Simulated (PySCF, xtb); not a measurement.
H₆NSi₂, SMILES [SiH3][N][SiH3] (connectivity only; charge and spin as stated), charge -1, multiplicity 1.

Harmonic wavenumbers (cm⁻¹) from xtb with GFN2-xTB at its own minimum, in rising order: 52, 112, 135, 533, 583, 596, 613, 741, 828, 839, 862, 876, 876, 934, 1296, 1800, 1822, 1855, 1880, 1952, 1976.

Question: What does B3LYP-D3(BJ)/def2-SVPD run with PySCF give at its own minimum? (Estimate from the structure and the level; the computed values follow.)

Answer: 54, 88, 97, 636, 693, 715, 721, 727, 955, 956, 959, 960, 979, 1027, 1235, 1981, 1991, 2002, 2016, 2063, 2086. Paired by order, the mean absolute difference is 98 cm⁻¹ and the zero-point energies are 30.3 and 32.8 kcal/mol.
